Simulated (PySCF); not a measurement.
## P⁻ (phosphorus, charge -1) across methods

[Ne] 3s2 3p4, high-spin 3P determinant. Computed with PySCF 2.14 in dyall-av2z (13s9p2d, 50 functions), with no relativity, point nucleus.

```csv
method,E (hartree),mean ε 3s β (eV),mean ε 3p α (eV),mean ε 3p β (eV),Σ⟨r²⟩ (bohr²),⟨S²⟩
r2SCAN,-341.2667,-5.604,0.434,1.757,50.58,2.017
wB97X-V,-341.2327,-9.467,-2.270,-0.944,49.43,2.007
LDA,-340.0335,-5.872,0.616,1.776,52.07,2.009
PBE0,-341.1644,-6.849,-0.253,1.077,50.17,2.008
PBE,-341.1375,-5.634,0.703,1.845,51.59,2.007
UHF,-340.69636,-9.570,-2.855,-0.547,49.87,2.027
B3LYP,-341.3179,-6.780,0.004,1.165,51.18,2.009
PBEsol,-340.5500,-5.625,0.712,1.882,51.60,2.008
```

Problem. Estimate the same row for PW91.

Solution. E (hartree) = -341.2844; mean ε 3s β (eV) = -5.665; mean ε 3p α (eV) = 0.685; mean ε 3p β (eV) = 1.822; Σ⟨r²⟩ (bohr²) = 51.41; ⟨S²⟩ = 2.007.

The highest occupied level is positive at r2SCAN, LDA, PBE0, PBE, B3LYP, PBEsol, PW91: only the finite basis holds that electron, which in a density functional comes from self-interaction.
